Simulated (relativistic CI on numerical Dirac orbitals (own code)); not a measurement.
Calculated at this level of theory: Dirac-Coulomb-Breit CI, KLI orbitals optimised for each configuration, QED by a radiative potential, unscaled Slater integrals (own radial code, finite nucleus).

CI space (outside the closed core [Ar]): 3d¹⁰4s, 3d¹⁰4p, 3d¹⁰4d, 3d¹⁰4f, 3d¹⁰5s, 3d¹⁰5p, 3d¹⁰5d, 3d¹⁰5f, 3d¹⁰5g, 3d¹⁰6s, 3d¹⁰6p, 3d¹⁰6d, 3d⁹4s², 3d¹⁰6f, 3d¹⁰7s, 3d⁹4s4p, 3d¹⁰8s, 3d⁹4s4d, 3d⁹4s4f, 3d⁹4s5s, 3d⁹4s5p, 3d⁹4s5d, 3d⁹4s5f. Double excitations out of closed p, d and f shells are left out; levels of such configurations are missing from the list, as are those of other unlisted configurations, and high levels can miss mixing partners.

At this charge energies of transitions that change n are usually good to better than 1 %, and those within a shell (Δn = 0) to a few per cent.

Outline of the computed level scheme of La XXIX. Lowest level of each configuration: 3d¹⁰4s ²S1/2 at 0.000 eV; 3d¹⁰4p ²P°1/2 at 59.043 eV; 3d¹⁰4d ²D3/2 at 179.498 eV; 3d¹⁰4f ²F°5/2 at 286.513 eV; 3d¹⁰5s ²S1/2 at 428.399 eV; 3d¹⁰5p ²P°1/2 at 456.356 eV; 3d¹⁰5d ²D3/2 at 511.988 eV; 3d¹⁰5f ²F°5/2 at 558.946 eV; 3d¹⁰5g ²G7/2 at 578.012 eV.

Some strong electric-dipole decays among the lowest 16 levels: 3d¹⁰5g ²G9/2 → 3d¹⁰4f ²F°7/2 (3.4e+12 s⁻¹); 3d¹⁰5g ²G7/2 → 3d¹⁰4f ²F°5/2 (3.3e+12 s⁻¹); 3d¹⁰5f ²F°7/2 → 3d¹⁰4d ²D5/2 (1.6e+12 s⁻¹); 3d¹⁰5f ²F°5/2 → 3d¹⁰4d ²D3/2 (1.4e+12 s⁻¹); 3d¹⁰5s ²S1/2 → 3d¹⁰4p ²P°3/2 (1.2e+12 s⁻¹); 3d¹⁰5d ²D5/2 → 3d¹⁰4p ²P°3/2 (7.9e+11 s⁻¹); 3d¹⁰5p ²P°1/2 → 3d¹⁰4s ²S1/2 (7.1e+11 s⁻¹); 3d¹⁰5p ²P°1/2 → 3d¹⁰4d ²D3/2 (6.6e+11 s⁻¹).

LS names give the leading component of a level, which can be under half, so a name can repeat, a term be missing and a line seem to break the LS rules.
